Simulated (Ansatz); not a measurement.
Energy profile

The step: SiH₄O ([OH][SiH3]) + SiF₂ → Si₂H₄OF₂ ([F][SiH]([F])[O][SiH3]); bonds formed: Si1–H4; dative contacts that become bonds: Si1–O5; bonds broken: H4–O5 (atoms numbered as in the saddle structure below).

```xyz
9
angstrom
Si -1.4349 -1.1942 0.0167
F -0.4134 -2.0577 0.8982
F -1.4345 -1.9509 -1.3879
H -1.5724 0.4296 0.2446
O -0.4715 0.2954 -0.3159
Si 1.0298 0.9769 0.0618
H 1.0080 2.3738 -0.4259
H 1.2160 0.9450 1.5308
H 2.0727 0.1822 -0.6226
```

Electronic energies by CCSD(T) at an estimated basis limit (MP2 extrapolated from triple and quadruple zeta, plus CCSD(T) − MP2 in triple zeta), on PBE0-D4/def2-TZVP structures; Si$_{2}$H$_{4}$OF$_{2}$, singlet; no counterpoise correction. Program: Ansatz 0.2.0. Basis: def2-TZVPP and def2-QZVPP. Cores are frozen in the correlated methods. Extrapolation: Hartree–Fock as exp(−7.88 √X), correlation as X^−2.97.

Give the profile in kcal/mol, counted from the separated reactants. (To be estimated.)

The calculation gives:
```tsv
point	kcal/mol
separated: SiF$_{2}$ (linked as [F][Si][F]; Si1, F2, F3; singlet) + SiH$_{4}$O (linked as [OH][SiH3]; H4, O5, Si6, H7, H8, H9; singlet)	0.00
start structure	-8.77
saddle	18.79
end structure	-68.53
```

No T1 diagnostic of these runs exceeds 0.015. The restricted Hartree–Fock reference is unstable towards an unrestricted one at one or more of these structures.

Losses and insertions of silylenes and their heavier kin drive the gas-phase chemistry of silicon and germanium vapour deposition.

For scale, one of the runs: CCSD(T)/def2-TZVPP, 233 basis functions, launched by `ansatz run in.yaml --threads 4 --pin off --events-out ev --progress --plain --max-ram 9574MiB`. Time: 120 s of wall clock on 4 CPU threads of an Arm Neoverse V2; the host was shared. Peak host memory: 4.1 GiB.
